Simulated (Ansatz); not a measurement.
```yaml
crystal:
  periodic: [false, false, false]
  atoms:
    - {symbol: C, position_ang: [-0.657969, -1.354356, -1.154065]}
    - {symbol: C, position_ang: [-0.288195, -0.695770, -0.062321]}
    - {symbol: F, position_ang: [-0.431224, -1.275242, 1.137416]}
    - {symbol: C, position_ang: [0.274806, 0.634015, -0.033577]}
    - {symbol: C, position_ang: [0.651694, 1.312174, 1.042388]}
    - {symbol: F, position_ang: [0.589713, 0.916171, 2.283223]}
    - {symbol: F, position_ang: [1.156538, 2.522161, 0.980541]}
    - {symbol: H, position_ang: [-1.071722, -2.350252, -1.083083]}
    - {symbol: H, position_ang: [-0.547201, -0.896714, -2.126297]}
    - {symbol: H, position_ang: [0.406557, 1.136714, -0.981325]}
basis:
  gaussian: {orbitals: 6-31G}
total_charge: -1
magnetization: {spin_polarized: true, initial_magnetization: 1}
hamiltonian: {xc: {name: HF}}
correlation: {active_space: {window: {electrons: 6, orbitals: 2}}}
accuracy: high
```

```sh
$ ansatz run in.yaml --threads 4 --pin off --events-out ev --progress --plain --max-ram 10444MiB
```

Q: How does Ansatz answer? (An estimate is asked.)

A: The calculation gave: The input was rejected before any iteration.
```
Error: invalid value for `correlation.active_space`: it starts from restricted Hartree–Fock orbitals; set hamiltonian.xc: hf without magnetization.spin_polarized
```
